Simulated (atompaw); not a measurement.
Ga: one change to a PAW (atompaw) potential, before and after

atompaw 4.2.0.5 input, output lines left out:

```
Ga 31
GGA-PBE scalarrelativistic loggrid 1500 logderivrange -5 5 251
4 4 3 0 0 0
4 0 1
4 1 0
0 0 0
c
c
c
v
c
c
v
v
2
1.90 1.80 1.40 1.00
y
0.7
n
y
1.1
n
y
0.1
n
bloechl besselshape
bessel
```

Change: local potential bessel scheme, radius 1.84 bohr.

Cutoffs: the cutoffs (Ry, on a coarse ladder) from which the occupation-weighted sum of valence levels, in a spherical-Bessel basis at the reference potential, stays within 10 and 1 mRy of its value at 400 Ry; they do not see the model core or the augmentation charge, which bear on the density cutoff.

Question: What does the change do?

Answer: The potential gets neither clearly harder nor softer (60 Ry and 80 Ry → 60 Ry and 80 Ry); both files keep a bound ghost (p, s); the range in which the s phases agree narrows (upper end at the end of the scan → -1.3).

```tsv
quantity	base	changed
cutoff, loose	60 Ry	60 Ry
cutoff, tight	80 Ry	80 Ry
loose cutoff by channel (10 mRy a level)	s 10 Ry, d 40 Ry	s 10 Ry, d 45 Ry
bound ghosts	s, p	s, p
s: phases at 1.90 bohr within 0.05 rad from the reference energy up to (Ry; the scan ends near 5)	to the end of the scan	-1.3
p: phases at 1.90 bohr within 0.05 rad from the reference energy up to (Ry; the scan ends near 5)	-0.9	-0.6
d: phases at 1.90 bohr within 0.05 rad from the reference energy up to (Ry; the scan ends near 5)	to the end of the scan	to the end of the scan
lowest overlap eigenvalue by channel	s 0.02, p 0.02, d 1.00	s 0.02, p 0.02, d 1.00
```

 A true bound ghost makes a file unfit for plane-wave use even where its test errors are small: the radial tests pick states by their node count and pass the ghost by. The cutoffs see the waves, projectors and local potential, not the compensation charge or the core.
